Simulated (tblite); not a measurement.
CH7FPSi (charge +1).
SMILES with atom numbers: `[F:1][CH2:2][SiH2:3][PH3+:4]` (hydrogens: H5, H6 on C2; H7, H8 on Si3; H9, H10, H11 on P4)

Geometry (GFN2-xTB, Å), atoms numbered from 1 in this order:
```
atom  x, y, z in Å
F1    -0.5658   -1.2798    0.8952
C2    -1.4253   -0.2021    0.6994
Si3   -0.4244    1.0599   -0.3707
P4     1.4379   -0.3569   -0.4207
H5    -1.7015    0.1604    1.6927
H6    -2.3199   -0.6014    0.2149
H7     0.0393    2.2514    0.3356
H8    -0.8412    1.1660   -1.7666
H9     1.2602   -1.5977   -0.9799
H10    2.0012   -0.6830    0.7876
H11    2.5448    0.0860   -1.1137
```

Computed values, GFN2-xTB/tblite, gas phase, harmonic and unscaled. The method is semi-empirical: single wavenumbers can be off by several per cent or more. Modes of hydrogen on phosphorus and silicon can be 10 to 20 % off. One conformer, not necessarily the lowest.

Harmonic wavenumbers (cm⁻¹): 67.3, 175.5, 208.5, 321.5, 342.3, 369.7, 426.3, 434.0, 485.0, 615.0, 688.2, 700.0, 742.6, 974.9, 994.3, 1055.1, 1066.7, 1152.0, 1234.3, 1401.6, 2293.6, 2311.5, 2407.1, 2456.9, 2478.7, 2959.7, 2963.6.

A = 5102, B = 3504, C = 2206 MHz; mass 97.004 u (most abundant isotopes); point group Cs, symmetry number 1.

**Question.** Zero-point energy?

**Answer.** Half the sum of the wavenumbers: 15663 cm⁻¹ = 44.78 kcal/mol.

**Question.** What is S at 298.15 K and 1 bar for an ideal gas of classical rigid rotors and harmonic oscillators?

**Answer.** Translation 39.65, rotation 26.50, vibration 16.42: S = 82.6 cal/(mol K).

**Question.** And Cp and H(298.15 K) − H(0)?

**Answer.** Cp = 27.86 cal/(mol K), of which vibrations give 19.91 (their classical limit is 27 R = 53.7); H(298.15 K) − H(0) = 5.20 kcal/mol without the zero-point energy, 2.83 from vibrations.

**Question.** Blend soft modes into free rotors: weight 1/[1 + (100 cm⁻¹/ν̃)⁴] for the oscillator and the rest for a rotor with moment μB/(μ + B), μ = h/(8π²ν), B = 10⁻⁴⁴ kg m². What vibrational entropy results?

**Answer.** 15.62 cal/(mol K) in place of 16.42, which changes −T·S at 298.15 K by +0.24 kcal/mol.

**Question.** How do the functions run with temperature in this model?

**Answer.** 
```
T (K)  S (cal/(mol K))  Cp (cal/(mol K))  H − H(0) (kcal/mol)  G − H(0) (kcal/mol)  ln q(vib)
  100             61.0              13.5                 1.02                -5.08       0.64
  200             72.8              21.4                 2.77               -11.79       1.97
  300             82.8              28.0                 5.25               -19.58       3.52
  500             99.4              37.1                11.83               -37.85       6.74
  800            118.8              45.4                24.31               -70.70      11.23
 1000            129.3              49.1                33.78               -95.53      13.94
```

q(vib) and H(0) count from the zero-point level.

**Question.** What must be added to the electronic energy to get the Gibbs energy at 298.15 K and 1 bar?

**Answer.** ZPE + [H(298.15 K) − H(0)] − T·S = 44.78 + 5.20 − 24.62 = 25.36 kcal/mol.

**Question.** Which modes carry the vibrational entropy at 298.15 K?

**Answer.** 67.3 cm⁻¹: 4.23; 175.5 cm⁻¹: 2.38; 208.5 cm⁻¹: 2.06; 321.5 cm⁻¹: 1.30; 342.3 cm⁻¹: 1.20; 369.7 cm⁻¹: 1.08 cal/(mol K); the other 21 give 4.17 together.

Hindered rotation and anharmonicity are outside this model. Other conformers, if any are populated, would add a mixing term that is left out.

Hardware: an Arm Neoverse V1 with one thread (shared host). This covers the Hessian and the dipole derivatives.
